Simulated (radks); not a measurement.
Sn II, 49 electrons, occupied as [Kr] 4d10 5s1 5p1 5d1 (not the ground configuration).

Method: scalar-relativistic Kohn-Sham, BP86, spin-unpolarised, spherical densities, finite nucleus; Fermi nuclear charge, rms radius 4.6519 fm; computed with a radial shooting solver on a logarithmic mesh with Libxc functionals.

Energy parts (eV):
total: -168093.714
kinetic: 175492.877
electron-nucleus: -405833.345
Hartree: 66750.211
exchange-correlation: -4503.457

Orbitals (lengths in bohr, moments of r in powers of bohr):
orbital  occ.  eigenvalue (eV)      <r>
1s          2        -29030.89  0.02905
2s          2        -4393.537   0.1255
2p          6        -3945.647   0.1096
3s          2        -858.2614   0.3394
3p          6        -711.8757   0.3377
3d         10        -486.4301   0.3146
4s          2        -146.7844   0.8183
4p          6        -102.5393   0.8851
4d         10         -38.5389    1.089
5s          1         -21.2501    2.232
5p          1         -13.1012    2.748
5d          1          -4.7657    4.719

The highest occupied level is 5d at -4.766 eV. The density falls to 0.001 e/bohr^3 at r = 4.77 bohr. Summed over all electrons, <r^2> = 63.06 bohr^2, which gives a Langevin (diamagnetic) susceptibility term of -49.9 x 10^-6 cm^3/mol.
